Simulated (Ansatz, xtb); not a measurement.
## FN2Si−: which of two spin states lies lower

Structure X: `[N-]=N[Si]F`, a singlet. Structure Y: the triplet with the links of `[N-]=N[Si]F`. Both are isolated ions in the gas phase, relaxed with B3LYP-D3(BJ)/def2-SVPD; the shapes shown needn't be the lowest conformers.

X (Å):

```xyz
4

F     1.5584   -3.4640    0.6586
N    -1.4150   -3.3811    2.7452
N    -0.2685   -3.3855    2.5397
Si    1.4994   -3.3840    2.4067
```

Y (Å):

```xyz
4

F     1.7049   -3.2854    0.7157
N    -1.3712   -3.6005    3.0018
N    -0.4130   -3.5023    2.2875
Si    1.3929   -3.3372    2.4150
```

Estimate E(Y) − E(X) at the level CCSD(T)/def2-TZVPPD.

Calculated at CCSD(T)/def2-TZVPPD: E(Y) − E(X) = +9.3 kcal/mol, so structure X lies lower.

Level by level:

```
                 level                geometry  E(Y) − E(X) (kcal/mol)  departure from the last row (kcal/mol)  job, with rough time for the two
B3LYP-D3(BJ)/def2-SVPD  B3LYP-D3(BJ)/def2-SVPD                      +4.3                                    −5.0                optimisation, 13 s
        HF/def2-TZVPPD  B3LYP-D3(BJ)/def2-SVPD                     −21.7                                   −31.0           part of the CCSD(T) run
       MP2/def2-TZVPPD  B3LYP-D3(BJ)/def2-SVPD                     +24.7                                   +15.4           part of the CCSD(T) run
   CCSD(T)/def2-TZVPPD  B3LYP-D3(BJ)/def2-SVPD                      +9.3                                                        single point, 56 s
```

HF/def2-TZVPPD puts the two in the other order. The largest departure from CCSD(T)/def2-TZVPPD is that of HF/def2-TZVPPD, 31.0 kcal/mol. Levels run at GFN2-xTB geometries aren't shown.

With harmonic frequencies from B3LYP-D3(BJ)/def2-SVPD (ideal gas, rigid rotor, one conformer each, 298.15 K, 1 atm): the zero-point term adds −0.8 kcal/mol; ΔH is +8.7 and ΔG +7.8 kcal/mol.

The T1 diagnostic of structure X is large, so the coupled-cluster value is less sure. Open shells are spin-unrestricted, with notable spin contamination under HF/def2-TZVPPD, MP2/def2-TZVPPD, CCSD(T)/def2-TZVPPD. The correlated steps freeze 8 core orbitals. ΔG holds the spin degeneracy. Programs: Ansatz 0.2.0; the last row on 2 threads of Intel(R) Xeon(R) 6975P-C (Granite Rapids) on a shared host.
